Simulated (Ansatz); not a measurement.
The multiplicity is imposed and other spin states were not computed.

Species: [Cd(NH2)(Cl)] (charge 0, multiplicity 1).

Problem. Give a relaxed geometry from PBE-D3(BJ)/def2-SVP run with Ansatz (a quantum-chemistry and plane-wave program).

Solution. This is not unique; one that fits is the end point of this relaxation, one of several conformers.
Cartesian coordinates (Å) in one orientation:
```xyz
5

Cd    -0.038    -0.008     0.042
N      1.162    -0.997     1.344
H      0.580    -1.423     2.082
H      1.754    -0.314     1.842
Cl    -1.304     0.969    -1.610
```
